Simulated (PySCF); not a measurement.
Job for PySCF: R-B3LYP/6-31G* on CH4O (SMILES CO) with ghost functions, monomers drawn apart or pushed together.

```python
from pyscf import gto, scf, dft, mp
from pyscf.data.elements import chemcore

mol = gto.M(
    atom='''
    C     0.63315090   -0.32408007    4.97399356
    O    -0.53309853   -0.13593368    4.19573568
    H     1.13515550   -1.27351391    4.74994421
    H     0.32940455   -0.33973294    6.02112042
    H     1.35861722    0.48810237    4.84103419
    H    -0.27981519   -0.12145774    3.26021126
    ghost-O    0.14487543   -0.00836163   -0.15266882
    ghost-H   -0.32316554   -0.70630735   -0.62397733
    ghost-H   -0.14574739    0.81884071   -0.55223325
    ''',
    basis='6-31g*',
    cart=True,
    charge=0, spin=0, verbose=3, max_memory=1800)
mf = dft.RKS(mol, xc='b3lyp')
mf.conv_tol = 1e-8
mf.max_cycle = 100
mf.kernel()
if not mf.converged:
    mf = mf.newton().run(mf.mo_coeff, mf.mo_occ)
```

It printed:

```
converged SCF energy = -115.714323425645
```

Self-consistency was reached.

Cost: about 1.5 core-seconds (a rough figure).
